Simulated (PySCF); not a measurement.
## Radial density of Au⁷¹⁺ (gold, charge +71)

UHF, [He] 2s2 2p4, high-spin 3P determinant. Calculation: PySCF 2.14, in an even-tempered Gaussian basis (18 s from 50 bohr⁻², ratio 2.2; 13 p from 65 bohr⁻², ratio 2.2; 5 d from 250 bohr⁻², ratio 2.4; 5 f from 380 bohr⁻², ratio 2.4; 4 g from 570 bohr⁻², ratio 2.4); the spin-free X2C one-electron Hamiltonian (Gaussian nucleus).

| r (bohr) | 4πr²ρ (e/bohr) | 4πr²(ρα − ρβ) |
| --- | --- | --- |
| 0.0143 | 97.44 | 5.0610 |
| 0.0240 | 71.19 | 15.3778 |
| 0.0404 | 84.35 | 29.0628 |
| 0.0679 | 77.84 | 24.1215 |
| 0.114 | 16.84 | 4.9329 |
| 0.192 | 0.3086 | 0.0937 |
| 0.323 | 0.0001193 | 0.0000 |

Densities and radii are taken from the X2C orbitals without a picture-change correction, which distorts them close to the nucleus.

Spin-orbit coupling is strong in this species (close to jj coupling), so the high-spin LS determinant is a model state, not a physical level.
